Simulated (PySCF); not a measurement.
**Two-component Hartree-Fock for Bi⁵⁰⁺ (bismuth, charge +50)**

Start: [Ar] 3d10 4s2 4p3; 4p1/2 filled at m_j = -1/2, +1/2; 4p3/2 filled at m_j = +3/2. Calculated with PySCF 2.14 in an uncontracted even-tempered set (16 s from 7.4 bohr⁻², ratio 2.8; 13 p from 9.6 bohr⁻², ratio 2.8; 8 d from 17 bohr⁻², ratio 2.8; 4 f from 42 bohr⁻², ratio 3): generalised Hartree-Fock with the X2C-1e Hamiltonian and a Gaussian nucleus; one run each with spin-orbit coupling (SO) switched off, then screened by Boettger's factors.

```csv
spinor shell,electrons,"ε, spin-free (eV)","ε, screened SO (eV)",weight of nominal j (screened SO),"rms radius, screened SO (bohr)"
1s1/2,2,-93756.7,-93708.6,1.000,0.0178
2s1/2,2,-19193.6,-19175.7,1.000,0.0717
2p1/2,2,-16829.6,-18513.7,1.000,0.0605
2p3/2,4,-16829.6,-16179.5,1.000,0.0689
3s1/2,2,-6604.7,-6596.5,1.000,0.181
3p1/2,2,-5912.6,-6308.0,1.000,0.172
3p3/2,4,-5912.6,-5752.4,1.000,0.188
3d3/2,4,-5232.1,-5297.4,1.000,0.163
3d5/2,6,-5232.1,-5179.2,1.000,0.167
4s1/2,2,-3119.8,-3117.0,1.000,0.379
4p1/2,2,-2888.2,-3003.9,1.000,0.368
4p3/2,1,-2888.2,-2829.3,1.000,0.387
```

| quantity | spin-free | screened SO |
| --- | --- | --- |
| E (hartree) | -19667.14957 | -19713.60832 |
| M_J | 3/2 | 3/2 |
| ⟨J²⟩ | 3.750 | 3.751 |
| ⟨L²⟩ | 0.000 | 2.642 |
| ⟨S²⟩ | 3.750 | 1.556 |

Each row is a mean over spinors that exchange with the open shell spreads, by up to 15.909 eV (4s1/2).

Breit and QED terms are absent; they matter most for the inner s and p1/2 levels.

Densities and radii are taken from the X2C orbitals without a picture-change correction, which distorts them close to the nucleus.

Without spin-orbit coupling the j labels of p, d and f shells carry no meaning; the spin-free column gives the mean over the occupied spinors of each nl shell.
